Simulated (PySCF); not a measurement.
Simulated absorption spectrum

Species: SbF₅.
SMILES: `[F][Sb]([F])([F])([F])[F]`

Computed, not measured: TDDFT wB97X-D/def2-SVPD, vertical, gas phase, core orbitals frozen in the response, def2 core potentials past Kr (PySCF). Geometry: PBE0-D3(BJ)/def2-SVP; no solvent, vibrations or thermal averaging. Spin–orbit coupling is left out.

Each state is given a Gaussian of 0.25 eV full width at half maximum, with ε(max) = 2.175×10⁸ f / Δν̃ (Δν̃ the width in cm⁻¹). The width is an assumption, not a result. The curve ends short of the highest state used, and states not computed would add to its high-energy end.

(E (eV), ε (L mol⁻¹ cm⁻¹)): (5.83, 0), (5.86, 0), (5.89, 0), (5.92, 0), (5.95, 0), (5.98, 0), (6.02, 0), (6.05, 1), (6.08, 1), (6.11, 2), (6.14, 3), (6.17, 4), (6.20, 5), (6.23, 6), (6.26, 7), (6.29, 11), (6.32, 19), (6.35, 39), (6.39, 100), (6.42, 194), (6.45, 350), (6.48, 585), (6.51, 904), (6.54, 1290), (6.57, 1702), (6.60, 2072), (6.63, 2331), (6.66, 2424), (6.69, 2331), (6.72, 2084), (6.76, 1640), (6.79, 1350), (6.82, 1215), (6.85, 1331), (6.88, 1774), (6.91, 2582)

Problem. Locate the maxima and give the states behind the curve.

Solution. 186 nm (6.66 eV), ε about 2400, made up of S3 (44%) and S4 (56%) (ε in L mol⁻¹ cm⁻¹; maxima over ε = 5, shares over 10%). At its high-energy end, 6.91 eV, the curve is still rising (ε about 2600, from S6). The states used: S1 6.21 eV (f 0.0000); S2 6.26 eV (f 0.0001); S3 6.65 eV (f 0.0099); S4 6.66 eV (f 0.013); S5 7.00 eV (f 0.0001); S6 7.08 eV (f 0.079); S7 7.42 eV (f 0.076); S8 7.45 eV (f 0.074); S9 7.51 eV (f 0.0004).

Problem. What would ε be at 6.66 eV, the highest of these maxima, with half the width (0.125 eV)?

Solution. About 4820 L mol⁻¹ cm⁻¹ against 2420, a factor of about 1.99; a lone state at its own centre would give exactly 2.

Problem. On this curve, what absorbance would a 10⁻⁵ mol/L sample give at 193 nm over a 1 cm path?

Solution. 193 nm is 6.424 eV, where ε is about 210 L mol⁻¹ cm⁻¹, so A = ε c l ≈ 0.0021 (Beer–Lambert, with the gas-phase spectrum and the assumed width).

Problem. Coming from long wavelengths, where does ε first pass 100 L mol⁻¹ cm⁻¹?

Solution. At about 194 nm (6.39 eV), 0.19 eV above S1.

The vertical ionisation energy (ΔSCF) is 15.25 eV, 7.74 eV above S9.
